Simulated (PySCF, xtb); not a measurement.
HSSi, SMILES [Si]=[SH+] (connectivity only; charge and spin as stated), charge +1, multiplicity 1.

xtb 6.7.1 with GFN2-xTB at its own geometry gives an orbital gap of 2.45 eV.

Coordinates come from a B3LYP-D3(BJ)/def2-TZVP optimisation. The isomer is the one that the SMILES or the coordinates give; other isomers of the formula were not compared.

### Question
What does ωB97X/def2-TZVPD (PySCF) give? (An estimate is asked for; the answer gives what the named calculation found.)

### Answer
gap 9.70 eV (levels -17.08 and -7.38 eV).
